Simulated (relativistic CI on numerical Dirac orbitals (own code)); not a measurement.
# Slater and spin-orbit integrals, Cu XIV

Computed by Dirac-Coulomb-Breit CI, separate exchange-only KLI orbitals for each configuration, a model potential for QED, unscaled Slater integrals (own radial code, finite nucleus).

Slater integrals F^k, G^k are unscaled and averaged over j, outside the closed core [Ne]; ζ comes from projecting the Hamiltonian with its Breit term on Σ l·s of the shell.

- 3s²3p⁴: F^2(3p,3p) = 162220, ζ(3p) = 20000 cm⁻¹; <r>(3p) = 0.6174, <r^2>(3p) = 0.4393 (bohr units).
- 3s3p⁵: G^1(3s,3p) = 209950, ζ(3p) = 19976 cm⁻¹; <r>(3s) = 0.6213, <r^2>(3s) = 0.4391, <r>(3p) = 0.6182, <r^2>(3p) = 0.4404 (bohr units).
- 3s²3p³3d: F^2(3p,3p) = 161990, ζ(3p) = 19978, F^2(3p,3d) = 160870, G^1(3p,3d) = 183010, G^3(3p,3d) = 118970, ζ(3d) = 1798.8 cm⁻¹; <r>(3p) = 0.6183, <r^2>(3p) = 0.4406, <r>(3d) = 0.5778, <r^2>(3d) = 0.3899 (bohr units).

Averages of the first 10 configurations, taken without configuration mixing, which lowers the lowest level and can move excited configurations by several eV; other configurations of the list can lie among them:

```tsv
Configuration	Parity	States	Average energy above the lowest level (eV)
3s²3p⁴	even	15	9.0
3s3p⁵	odd	12	60.8
3s²3p³3d	odd	200	77.0
3p⁶	even	1	119.7
3s3p⁴3d	even	300	125.6
3p⁵3d	odd	60	181.4
3s3p³3d²	odd	1800	192.8
3s²3p³4s	odd	40	215.4
3s²3p²3d4p	odd	900	301.0
3p⁵4s	odd	12	321.6
```
